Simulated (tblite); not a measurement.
CBrF$_{3}$, charge -1, doublet, at the geometry of the source list (a state made from the parent by changing its charge; the spin is typed, not shown lowest); GFN1-xTB (tblite).

The tblite input:
```
$ tblite run mol.xyz --method gfn1 --charge -1 --spin 1 --grad --json tblite.json --no-restart

# file mol.xyz
5

F     -0.58660000    -0.60490000    -1.07020000
C     -0.11260000     0.00460000    -0.00080000
F     -0.60050000    -0.58490000     1.07350000
F     -0.51680000     1.26010000    -0.01510000
Br     1.81660000    -0.07500000     0.01250000
```

**Question.** What does tblite print? Leave out banner, timings and long lists.

**Answer.** 
```
xTB calculator
 | screened Coulomb repulsion
 | Coulomb electrostatics
 |  * isotropic Klopman-Ohno-Mataga-Nishimoto electrostatics
 |  * onsite third-order electrostatics
 | DFT-D3(BJ) dispersion correction

halogen bonding energy    0.0000000000000E+00 Eh
repulsion energy          4.0748085002081E-02 Eh
dispersion energy        -1.1063376694651E-03 Eh
number of electrons       3.3000000000000E+01 e
integral cutoff           1.9756696134657E+01 bohr

------------------------------------------------------------
  cycle        total energy    energy error   density error
------------------------------------------------------------
      1     -21.11746048397  -2.1157102E+01   5.6338109E-01
      2     -21.52419298782  -4.0673250E-01   2.4554699E-01
      3     -21.53560919522  -1.1416207E-02   1.3880398E-01
      4     -21.53554903659   6.0158624E-05   2.7832512E-02
      5     -21.53613293512  -5.8389853E-04   1.3903398E-02
      6     -21.53639941474  -2.6647962E-04   2.9501301E-05
      7     -21.53639941522  -4.7924686E-10   2.2643881E-05
      8     -21.53639941567  -4.5135806E-10   3.2192995E-06
------------------------------------------------------------

electronic energy        -2.1576041163003E+01 Eh
total energy             -2.1536399415671E+01 Eh

Post processing:
 | Mayer-Wiberg bond orders

[Info] Tight-binding results written to 'tblite.txt'
[Info] JSON dump of results written to 'tblite.json'
```
